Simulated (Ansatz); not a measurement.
A nudged elastic band was laid between two geometries of F$_{4}$H$_{4}$OSW (11 atoms, charge 0, multiplicity 1).

All numbers below come from RKS BHLYP/def2-SVP (Ansatz 0.2.0).

```json
{
  "movable images": "9",
  "climbing image": "yes",
  "spring": "5.0 eV/Å²",
  "optimiser": "quadratic models (default)",
  "start path": "through a guess of the saddle point",
  "force threshold": "0.05 eV/Å",
  "iteration limit": "60",
  "end points": "relaxed"
}
```

Initial state:

```xyz
11
Properties=species:S:1:pos:R:3
W 0.135 -0.145 0.240
H 0.145 -0.116 1.922
F 1.848 -0.850 0.362
F -1.162 1.126 0.579
F -0.961 -0.750 -1.166
O -0.487 -1.813 0.899
H -0.940 -2.337 0.234
F 0.906 0.931 -1.127
S 1.517 1.890 1.481
H 2.080 2.346 0.349
H 2.596 1.187 1.856
```

Final state:

```xyz
11
Properties=species:S:1:pos:R:3
W 0.036 0.326 -0.393
H 1.300 -0.705 3.188
F 1.753 0.372 -1.075
F -0.596 1.311 -1.826
F -1.558 0.724 0.432
O 0.341 -1.055 0.797
H 0.218 -2.001 0.710
F -0.337 -1.105 -1.562
S 0.827 2.099 0.949
H 2.102 2.118 0.534
H 1.595 -0.616 3.876
```

Which bonds break or form, and what moves?

Bonds broken: W1–H2, S9–H11. Bonds formed: H2–H11. F4H4OSW becomes F4H2OSW + H2.

What energy profile does the band end with?

The run converged. The highest image is number 5 of 0 to 10, 1.18 eV above the first end and 1.36 eV above the last; the last end lies 0.19 eV below the first. The profile has 3 maxima (images 3, 5, 8) with wells between them (images 4, 7): this band takes more than one step, which may be the mechanism or a detour left from its start path. Neighbouring images differ by up to 1.4 eV, so the band resolves the path poorly. A vibrational analysis at the climbing image gives one clearly imaginary mode, 702i cm⁻¹: a first-order saddle point. The orbitals stay closed-shell, which can raise the energy where a bond breaks towards radicals; this wasn't checked here.

| image | path coordinate (Å) | energy (eV) | W1–H2 (Å) | S9–H11 (Å) | H2–H11 (Å) |
| --- | --- | --- | --- | --- | --- |
| 0 | 0.00 | 0.00 | 1.68 | 1.34 | 2.78 |
| 1 | 2.46 | 0.07 | 1.68 | 1.34 | 2.50 |
| 2 | 4.93 | 0.18 | 1.67 | 1.34 | 2.92 |
| 3 | 7.39 | 0.20 | 1.67 | 1.34 | 3.19 |
| 4 | 9.85 | 0.14 | 1.67 | 1.34 | 2.90 |
| 5 | 12.32 | 1.18 | 1.84 | 1.66 | 0.94 |
| 6 | 15.02 | -0.18 | 3.61 | 3.06 | 0.75 |
| 7 | 17.72 | -0.19 | 5.05 | 5.67 | 0.75 |
| 8 | 20.41 | -0.17 | 4.56 | 4.72 | 0.75 |
| 9 | 23.11 | -0.18 | 3.94 | 4.16 | 0.75 |
| 10 | 25.82 | -0.19 | 3.93 | 4.07 | 0.75 |

What is the geometry of the highest image?


```xyz
11
Properties=species:S:1:pos:R:3
W 0.114 0.159 -0.079
H -0.515 0.574 1.596
F 1.765 -0.170 -0.906
F -0.197 1.978 -0.244
F -1.657 -0.388 0.168
O 0.543 -1.407 0.844
H 1.412 -1.808 0.776
F -0.426 -0.040 -1.837
S 1.895 1.371 1.478
H 2.421 0.262 2.018
H 0.325 0.939 1.814
```

The band took 39 iterations and of the order of 80 core-minutes.

The run took 21 min on 4 threads of Arm Neoverse V1, with other jobs on the host, peak memory 0.45 GiB.
